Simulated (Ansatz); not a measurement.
**A relaxation, step by step**

SiNH₄Cl₃, closed shell, PBE0-D4/def2-TZVP (Ansatz 0.2.0). Settings:

```yaml
hamiltonian: {xc: pbe0, dispersion: d4}
relax: {f_tol: 0.005, max_steps: 200}
```

Start, a step off a saddle point along its unstable mode:

```
atom    x (Å)    y (Å)    z (Å)
 Si1  -0.3324   0.5602  -0.1176
  H2  -1.1449  -1.1719  -0.0754
 Cl3  -1.0538   0.5447  -2.0470
 Cl4  -1.6650   0.9165   1.4134
 Cl5   0.7126   2.3239  -0.1218
  H6  -0.4857  -1.3251   0.0570
  N7   0.9488  -0.6104   0.2311
  H8   1.3678  -0.5326   1.1452
  H9   1.6527  -0.7052  -0.4848
```

```csv
step,energy less the last (meV),largest force component (eV/Å)
1,1747.9,4.705
2,1071.3,0.980
3,640.4,1.406
4,307.2,0.863
5,138.8,0.475
6,55.3,0.186
7,20.3,0.181
8,9.3,0.096
9,5.6,0.114
10,3.2,0.026
11 (rejected trial),3.3,0.124
12,3.1,0.018
13,2.9,0.098
14,1.6,0.019
15 (rejected trial),2.9,0.156
16,1.4,0.012
17 (rejected trial),2.3,0.246
18,1.0,0.007
19,0.7,0.071
20,0.6,0.064
21,0.2,0.016
22,0.1,0.024
23,0.0,0.017
24,0.0,0.008
25,0.0,0.007
26,0.0,0.005
```

Step 3, positions (Å) and forces (eV/Å):

```json
{"atom": "Si1", "x": "-0.184", "y": "0.674", "z": "-0.104", "Fx": "0.731", "Fy": "0.337", "Fz": "0.091"}
{"atom": "H2", "x": "-1.446", "y": "-1.374", "z": "-0.106", "Fx": "0.574", "Fy": "-0.643", "Fz": "0.168"}
{"atom": "Cl3", "x": "-1.004", "y": "0.515", "z": "-1.967", "Fx": "0.149", "Fy": "-0.065", "Fz": "0.200"}
{"atom": "Cl4", "x": "-1.590", "y": "0.871", "z": "1.362", "Fx": "0.206", "Fy": "-0.101", "Fz": "-0.119"}
{"atom": "Cl5", "x": "0.764", "y": "2.502", "z": "-0.132", "Fx": "-0.037", "Fy": "0.013", "Fz": "-0.009"}
{"atom": "H6", "x": "-0.688", "y": "-1.512", "z": "0.041", "Fx": "-1.406", "Fy": "-0.327", "Fz": "-0.211"}
{"atom": "N7", "x": "1.001", "y": "-0.558", "z": "0.235", "Fx": "-0.293", "Fy": "0.787", "Fz": "-0.136"}
{"atom": "H8", "x": "1.432", "y": "-0.473", "z": "1.146", "Fx": "0.035", "Fy": "0.002", "Fz": "0.023"}
{"atom": "H9", "x": "1.716", "y": "-0.645", "z": "-0.475", "Fx": "0.040", "Fy": "-0.003", "Fz": "-0.009"}
```

Step 10, positions (Å) and forces (eV/Å):

```
atom       x       y       z      Fx      Fy      Fz
 Si1   0.046   1.052  -0.104  -0.020   0.004  -0.004
  H2  -1.868  -2.415  -0.069  -0.015  -0.019  -0.001
 Cl3  -0.791   0.759  -1.931   0.005   0.000   0.000
 Cl4  -1.368   1.109   1.352   0.004   0.000   0.002
 Cl5   0.933   2.891  -0.145   0.009   0.015   0.000
  H6  -1.166  -2.182   0.029   0.016   0.016   0.001
  N7   1.080  -0.239   0.215  -0.026   0.000  -0.004
  H8   1.422  -0.400   1.148   0.011  -0.006   0.015
  H9   1.711  -0.575  -0.494   0.016  -0.009  -0.009
```

Step 19, positions (Å) and forces (eV/Å):

| atom | x | y | z | Fx | Fy | Fz |
| --- | --- | --- | --- | --- | --- | --- |
| Si1 | 0.047 | 1.086 | -0.108 | 0.000 | -0.007 | 0.001 |
| H2 | -1.767 | -2.588 | -0.034 | 0.071 | 0.051 | 0.007 |
| Cl3 | -0.794 | 0.826 | -1.938 | 0.003 | 0.007 | -0.005 |
| Cl4 | -1.370 | 1.177 | 1.344 | 0.002 | 0.008 | 0.004 |
| Cl5 | 0.995 | 2.895 | -0.135 | -0.005 | -0.010 | 0.000 |
| H6 | -1.171 | -2.138 | 0.023 | -0.068 | -0.053 | -0.006 |
| N7 | 1.034 | -0.243 | 0.207 | 0.002 | 0.005 | -0.001 |
| H8 | 1.369 | -0.420 | 1.141 | -0.002 | 0.000 | 0.002 |
| H9 | 1.658 | -0.595 | -0.501 | -0.002 | 0.000 | -0.002 |

Last step (26):

```tsv
atom	x (Å)	y (Å)	z (Å)
Si1	0.0435	1.1221	-0.1122
H2	-1.6646	-2.6910	-0.0048
Cl3	-0.7975	0.9129	-1.9484
Cl4	-1.3740	1.2637	1.3346
Cl5	1.0672	2.8890	-0.1213
H6	-1.1253	-2.1749	0.0348
N7	0.9730	-0.2492	0.1975
H8	1.2948	-0.4485	1.1309
H9	1.5830	-0.6239	-0.5110
```

Time: 2.5 min of wall clock on 8 CPU threads of an Intel Xeon; the host was shared. Peak host memory: 0.68 GiB.
